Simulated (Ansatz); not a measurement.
Species: C$_{3}$H$_{8}$OSi, SMILES `O/C=C\C[SiH3]` (H–O–C–C torsion 4°, C–C–C–Si torsion -89°) (charge 0, multiplicity 1).

### Question
Give a relaxed geometry from PBE0-D3(BJ)/def2-TZVP (Ansatz, a program for electronic structure).

### Answer
One answer among several that fit: the end point of this relaxation, one of several conformers (outside a Z-matrix the atoms follow the SMILES, hydrogens last).
Bonds (Å): O1–C2 1.354, O1–H6 0.962, C2–C3 1.331, C2–H7 1.083, C3–C4 1.496, C3–H8 1.083, C4–Si5 1.887, C4–H9 1.093, C4–H10 1.097, Si5–H11 1.488, Si5–H12 1.486, Si5–H13 1.490. Bond angles (°): C2–O1–H6 109.6, O1–C2–C3 126.7, O1–C2–H7 111.2, C3–C2–H7 122.0, C2–C3–C4 125.3, C2–C3–H8 116.7, C4–C3–H8 117.9, C3–C4–Si5 110.7, C3–C4–H9 110.6, C3–C4–H10 112.3, Si5–C4–H9 108.6, Si5–C4–H10 109.0, H9–C4–H10 105.5, C4–Si5–H11 109.1, C4–Si5–H12 109.8, C4–Si5–H13 111.5, H11–Si5–H12 108.9, H11–Si5–H13 108.6, H12–Si5–H13 108.9.
